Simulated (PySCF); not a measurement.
Be(Me)(SH) (CH₄BeS), SMILES [Be]([CH3])[SH].

The structure is a stationary point at r2SCAN-D4/def2-TZVP. The geometry has at least one imaginary mode, so it is a saddle point at that level. Other conformers were not sampled.

Computed with r2SCAN/def2-TZVPD in PySCF.

The molecule is in vacuum.

### Question
Estimate the frontier levels, gap, dipole moment and polarisability. (Estimate from the structure and the level; the computed values follow.)

### Answer

```json
{
 "highest_occupied_level": "-6.67 eV",
 "lowest_empty_level": "-0.77 eV",
 "orbital_gap": "5.90 eV",
 "dipole_moment": "1.12 D",
 "quadrupole, principal values (traceless, Buckingham form, about the centre of nuclear charge)": "-5.12, -0.53, 5.65 D·Å",
 "mean_static_polarisability": "51.6 bohr³ (7.65 Å³)",
 "polarisability_principal_values": "45.2, 46.0, 63.6 bohr³"
}
```
